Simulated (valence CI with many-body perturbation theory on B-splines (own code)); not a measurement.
## E1 transitions of Se XXIX

Method: valence CI with perturbative core correlation (CI+MBPT): four valence electrons over a frozen Dirac-Fock core [He], a basis of 11 s, 11 p, 10 d, 8 f, 5 g, 2 h functions for each j, with the one-electron correlation potential Σ1, the two-electron term Σ2, the three-electron term Σ3, Breit, model QED; selected CI, second order for the rest, scaled by the run's own slope (own B-spline code, finite nucleus).

The last digits are not significant, and no measured levels were compared; by estimate large intervals hold to a few tenths of a per cent, small ones and those within an open d or f shell to about a per cent. Among the levels kept, up to 1200 cm⁻¹ of a level comes from second order outside the variational space, and about a tenth of that is noise between levels of different J, which matters for small intervals.

Lines 1 to 50 of 551 in falling wavelength, among levels below 2140.2 eV, chosen from the strongest by gf and those to the six lowest levels. Wavelengths and rates use the calculated energies. Electric multipoles are in the length gauge, E1 and E2 with the static RPA response of the core. Weak lines are less certain than strong ones. Lines between different terms over intervals too small for the method are left out, as are lines whose strength nearly cancels. Where a level lies close to another of its J and parity, the split of strength between their lines is uncertain. The highest levels of a list are the least certain.

Levels are named by their leading jj configuration (3d3/2^4 stands for four electrons in 3d with j = 3/2), which in mixed levels can hold well under half, so a name can repeat and another be missing. Letters in brackets count levels of one name in rising energy.

```tsv
λ vac (Å)	Upper	Lower	A (s⁻¹)	S (a.u.) with core polarisation	S without
443.5	(2p1/2 2p3/2^2 3p1/2) J=1 [a]	(2p1/2 2p3/2^2 3s) J=2 [a]	9.84e+08	1.27e-01	1.27e-01
434.2	(2s 2p1/2 2p3/2 3p1/2) J=2 [c]	(2s 2p1/2 2p3/2 3s) J=2 [c]	5.86e+08	1.18e-01	1.18e-01
422.7	(2p1/2 2p3/2^2 3p1/2) J=3	(2p1/2 2p3/2^2 3s) J=3	7.38e+08	1.93e-01	1.93e-01
406.4	(2p1/2^2 2p3/2 3d5/2) J=4	(2s 2p3/2^2 3d5/2) J=3 [c]	3.96e+08	1.18e-01	1.18e-01
394.9	(2s 2p1/2 2p3/2 3p1/2) J=2 [c]	(2s 2p1/2 2p3/2 3s) J=1 [b]	8.56e+08	1.30e-01	1.30e-01
391.2	(2p1/2^2 2p3/2 3p1/2) J=1	(2p1/2^2 2p3/2 3s) J=2	1.40e+09	1.24e-01	1.24e-01
382.0	(2p1/2 2p3/2^2 3p1/2) J=2 [a]	(2p1/2 2p3/2^2 3s) J=2 [a]	9.07e+08	1.25e-01	1.25e-01
381.7	(2s 2p1/2 2p3/2 3p1/2) J=1 [a]	(2s 2p1/2 2p3/2 3s) J=2 [a]	1.30e+09	1.07e-01	1.07e-01
379.9	(2p1/2^2 2p3/2 3p1/2) J=2	(2p1/2^2 2p3/2 3s) J=2	1.34e+09	1.81e-01	1.81e-01
374.6	(2s 2p1/2 2p3/2 3d3/2) J=4	(2s 2p1/2 2p3/2 3p3/2) J=4	5.71e+08	1.33e-01	1.33e-01
373.1	(2s 2p3/2^2 3p1/2) J=3	(2s 2p3/2^2 3s) J=2 [a]	1.45e+09	2.60e-01	2.60e-01
370.3	(2s 2p1/2^2 3p1/2) J=1	(2s 2p1/2^2 3s) J=1	1.40e+09	1.05e-01	1.05e-01
362.9	(2s 2p1/2 2p3/2 3d5/2) J=5	(2s 2p1/2 2p3/2 3p3/2) J=4	1.90e+09	4.93e-01	4.94e-01
358.4	(2s 2p3/2^2 3d5/2) J=3 [b]	(2s 2p3/2^2 3p3/2) J=2 [b]	6.71e+08	1.07e-01	1.07e-01
357.1	(2s 2p3/2^2 3d5/2) J=4 [a]	(2s 2p3/2^2 3p3/2) J=3 [a]	1.38e+09	2.78e-01	2.78e-01
357.1	(2s 2p3/2^2 3d5/2) J=4 [a]	(2s 2p3/2^2 3p3/2) J=4	5.22e+08	1.05e-01	1.05e-01
356.5	(2s 2p1/2 2p3/2 3d5/2) J=3 [e]	(2s 2p1/2 2p3/2 3p3/2) J=2 [d]	8.98e+08	1.41e-01	1.41e-01
351.8	(2s 2p1/2 2p3/2 3p1/2) J=3	(2s 2p1/2 2p3/2 3s) J=3	1.46e+09	2.20e-01	2.20e-01
351.2	(2s 2p1/2 2p3/2 3d5/2) J=4 [a]	(2s 2p1/2 2p3/2 3p3/2) J=3 [a]	1.97e+09	3.79e-01	3.79e-01
350.7	(2s 2p3/2^2 3d5/2) J=3 [a]	(2s 2p3/2^2 3p3/2) J=2 [a]	1.11e+09	1.66e-01	1.66e-01
349.7	(2s 2p3/2^2 3d5/2) J=5	(2s 2p3/2^2 3p3/2) J=4	2.16e+09	5.02e-01	5.02e-01
343.8	(2s 2p1/2 2p3/2 3d5/2) J=2 [c]	(2s 2p1/2 2p3/2 3p3/2) J=1 [c]	1.01e+09	1.02e-01	1.02e-01
342.1	(2p1/2^2 2p3/2 3d5/2) J=4	(2p1/2^2 2p3/2 3p3/2) J=3	1.39e+09	2.48e-01	2.48e-01
341.2	(2s 2p1/2 2p3/2 3p3/2) J=1 [a]	(2s 2p1/2 2p3/2 3s) J=1 [a]	1.70e+09	9.97e-02	9.97e-02
340.9	(2s 2p1/2^2 3d5/2) J=3	(2s 2p1/2^2 3p3/2) J=2	2.03e+09	2.78e-01	2.78e-01
340.6	(2p1/2 2p3/2^2 3p3/2) J=2 [a]	(2p1/2 2p3/2^2 3s) J=1 [a]	1.46e+09	1.42e-01	1.42e-01
340.5	(2s 2p1/2 2p3/2 3d3/2) J=3 [a]	(2s 2p1/2 2p3/2 3p3/2) J=3 [a]	6.88e+08	9.39e-02	9.39e-02
334.8	(2s 2p3/2^2 3d5/2) J=3 [d]	(2s 2p3/2^2 3p3/2) J=2 [c]	1.71e+09	2.22e-01	2.22e-01
333.8	(2s 2p3/2^2 3d5/2) J=4 [b]	(2s 2p3/2^2 3p3/2) J=3 [b]	2.19e+09	3.62e-01	3.62e-01
332.1	(2s 2p1/2 2p3/2 3d5/2) J=3 [d]	(2s 2p1/2 2p3/2 3p3/2) J=2 [c]	1.89e+09	2.39e-01	2.39e-01
332.0	(2s 2p3/2^2 3d3/2) J=3	(2s 2p3/2^2 3p3/2) J=3 [a]	7.98e+08	1.01e-01	1.01e-01
331.7	(2p1/2 2p3/2^2 3p3/2) J=3 [b]	(2p1/2 2p3/2^2 3s) J=2 [b]	1.80e+09	2.27e-01	2.27e-01
330.1	(2s 2p1/2 2p3/2 3d5/2) J=4 [c]	(2s 2p1/2 2p3/2 3p3/2) J=3 [c]	2.48e+09	3.97e-01	3.97e-01
329.7	(2s^2 2p3/2 3d5/2) J=4	(2s^2 2p3/2 3p3/2) J=3	2.30e+09	3.66e-01	3.66e-01
328.2	(2s 2p1/2 2p3/2 3p1/2) J=2 [a]	(2s 2p1/2 2p3/2 3s) J=2 [a]	1.83e+09	1.59e-01	1.60e-01
328.2	(2s 2p3/2^2 3p1/2) J=2 [b]	(2s 2p3/2^2 3s) J=2 [b]	1.36e+09	1.19e-01	1.19e-01
327.0	(2p1/2^2 2p3/2 3d5/2) J=2	(2p1/2^2 2p3/2 3p3/2) J=1	1.69e+09	1.45e-01	1.45e-01
327.0	(2s 2p3/2^2 3p1/2) J=2 [a]	(2s 2p3/2^2 3s) J=3	1.21e+09	1.04e-01	1.04e-01
322.9	(2s 2p3/2^2 3d5/2) J=2 [c]	(2s 2p3/2^2 3p3/2) J=1 [d]	1.68e+09	1.39e-01	1.39e-01
322.7	(2s 2p3/2^2 3d5/2) J=3 [c]	(2s 2p3/2^2 3p3/2) J=2 [b]	1.64e+09	1.91e-01	1.91e-01
318.5	(2s^2 2p1/2 3d5/2) J=3	(2s^2 2p1/2 3p3/2) J=2	2.58e+09	2.88e-01	2.88e-01
316.0	(2s 2p1/2^2 3p3/2) J=1	(2s 2p1/2^2 3s) J=0	2.13e+09	9.95e-02	9.95e-02
315.9	(2s 2p1/2 2p3/2 3d5/2) J=2 [d]	(2s 2p1/2 2p3/2 3p3/2) J=1 [d]	2.14e+09	1.67e-01	1.67e-01
314.5	(2p1/2^2 2p3/2 3d5/2) J=3	(2p1/2^2 2p3/2 3p3/2) J=2	2.79e+09	3.00e-01	3.00e-01
314.4	(2s 2p1/2 2p3/2 3d5/2) J=3 [a]	(2s 2p1/2 2p3/2 3p3/2) J=2 [a]	1.61e+09	1.73e-01	1.73e-01
314.4	(2s 2p1/2 2p3/2 3d5/2) J=3 [e]	(2s 2p3/2^2 3p1/2) J=2 [a]	1.36e+09	1.47e-01	1.47e-01
314.1	(2s^2 2p3/2 3p1/2) J=2	(2s^2 2p3/2 3s) J=2	2.25e+09	1.72e-01	1.72e-01
312.6	(2s 2p3/2^2 3p1/2) J=1 [b]	(2s 2p3/2^2 3s) J=1 [a]	1.90e+09	8.57e-02	8.58e-02
311.9	(2s 2p3/2^2 3d5/2) J=2 [a]	(2s 2p3/2^2 3p3/2) J=2 [a]	1.39e+09	1.04e-01	1.04e-01
311.0	(2s 2p1/2 2p3/2 3p3/2) J=2 [b]	(2s 2p1/2 2p3/2 3s) J=2 [b]	2.55e+09	1.89e-01	1.90e-01
```
